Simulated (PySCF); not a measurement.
Species: C₆H₇ClO₂.
Atom-mapped SMILES: `[O:1]=[C:2]1[CH2:3][C:4](=[O:5])[C@H:6]([CH2:7][Cl:8])[CH2:9]1`

NICS is the negative of the GIAO shielding at a point without a nucleus: at the ring centre (0) and 1 Å above and below it (1); zz is the component along the ring normal. Level: GIAO PBE0/pcSseg-1 (PySCF, non-relativistic, gas phase) on the GFN2-xTB geometry, one conformer.

Ring bond lengths (Å), with Mayer bond orders in brackets: C2–C3 1.514 (0.96), C3–C4 1.507 (0.98), C4–C6 1.529 (0.91), C6–C9 1.526 (0.95), C9–C2 1.514 (0.99).

Task: Give the NICS values of each ring in ppm.

Result: 
| ring | type | NICS(0) | NICS(1), two faces | NICS(1)zz, two faces | rms pucker (Å) | centre to ring atoms, mean (Å) |
| --- | --- | --- | --- | --- | --- | --- |
| C2–C3–C4–C6–C9 | 5-membered carbocycle; formal bonds all single | 7.0 | -0.8 / -1.2 | -1.0 / -1.2 | 0.09 | 1.29 |

Task: What do they say, and how far can they be read as aromaticity?

Result: 
- C2–C3–C4–C6–C9: mean NICS(1)zz -1.1 ppm, near zero. C3, C6, C9 have four or more neighbours, and the NICS criterion for π rings isn't applied. NICS(0) lies 8 ppm above the mean NICS(1).

Task: At the second NICS(1) probe listed for ring C2–C3–C4–C6–C9, 1 Å off the ring, what do the in-plane components average?

Result: The isotropic value is a third of the trace: (3 × -1.2 − (-1.2))/2 = -1.2 ppm.

Task: List the ring angles and the Hirshfeld charges of the ring atoms.

Result: 
- C2–C3–C4–C6–C9: C2 108.6° (+0.172 e), C3 106.8° (-0.087 e), C4 108.4° (+0.175 e), C6 105.7° (-0.041 e), C9 106.8° (-0.083 e); sum 536.2° against 540° for a flat convex ring.

Task: What are the shieldings of the ring atoms and their hydrogens in the same run (means over atoms taken as equivalent)?

Result: 
| atoms | environment | σ isotropic (ppm) | principal values of the symmetric part, first atom (ppm) |
| --- | --- | --- | --- |
| C2 | ketone carbonyl carbon | -26.1 | -105.6, -54.5, 81.7 |
| C3 | sp3 carbon next to a carbonyl | 135.7 | 127.8, 132.4, 147.0 |
| C4 | ketone carbonyl carbon | -29.6 | -105.5, -59.5, 76.2 |
| C6 | sp3 carbon next to a carbonyl | 130.2 | 109.6, 113.4, 167.7 |
| C9 | sp3 carbon next to a carbonyl | 138.8 | 118.1, 132.6, 165.8 |
| H on C3 | methylene hydrogen | 28.77 | 26.0, 27.7, 32.6 |
| H on C3 | methylene hydrogen | 28.69 | 26.0, 27.3, 32.8 |
| H on C6 | methine hydrogen | 28.67 | 26.4, 28.0, 31.6 |
| H on C9 | methylene hydrogen | 29.32 | 25.2, 30.0, 32.7 |
| H on C9 | methylene hydrogen | 28.45 | 24.3, 29.0, 32.0 |
